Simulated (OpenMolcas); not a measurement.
Computed levels of 5s² 5p⁴ in ions with 52 electrons, in cm-1 above ³P₂.

| Property | Result |
| --- | --- |
| Program | OpenMolcas 26.06 |
| Method | SS-CASPT2, IPEA 0.25 Eh, imaginary shift 0.1 Eh |
| Basis | ANO-RCC-VTZP |
| Scalar Hamiltonian | DKH2, point nucleus |
| Spin-orbit coupling | state interaction with AMFI integrals over the reference wave functions, term energies averaged over their components |

Active space for each ion: 4 electrons in 3 orbitals (5p); closed shells correlated by CASPT2: 4d 5s.

| Level | Te | Xe2+ |
| --- | --- | --- |
| ³P₁ | 4290 | 8700 |
| ³P₀ | 4580 | 7890 |
| ¹D₂ | 10630 | 16650 |
| ¹S₀ | 23460 | 35250 |

Problem. Estimate ³P₀, ¹D₂, ¹S₀ for I+ from its neighbours Te and Xe2+.

Solution. ³P₀ is fine structure, which grows about as the fourth power of a screened charge, so the fourth roots are averaged: ((4580^0.25 + 7890^0.25) / 2)^4 = 6067. The calculation gives 6250, so the estimate is off by -2.9 %; the measured value is 6448 (NIST Handbook of Basic Atomic Spectroscopic Data).
¹D₂ is another term, which grows about linearly with the charge: (10630 + 16650) / 2 = 13640. The calculation gives 13550, so the estimate is off by +0.7 %; the measured value is 13727 (NIST Handbook of Basic Atomic Spectroscopic Data).
¹S₀ is another term, which grows about linearly with the charge: (23460 + 35250) / 2 = 29355. The calculation gives 29260, so the estimate is off by +0.3 %; the measured value is 29501 (NIST Handbook of Basic Atomic Spectroscopic Data).

Term energies are means over components that CASPT2 splits; among the terms shown or strongly mixed into the levels shown the widest spread is 160 cm-1 (5s² 5p⁴ ¹D, I+). With the s shell closed, the reference lacks s² → p² mixing. Computed and measured levels are paired by configuration, term and J; levels that our copy of the source lacks, or whose pairing is in doubt (as where it misses far off the trend of its configuration), stay unpaired and out of the deviations. Only configurations of the active space appear.
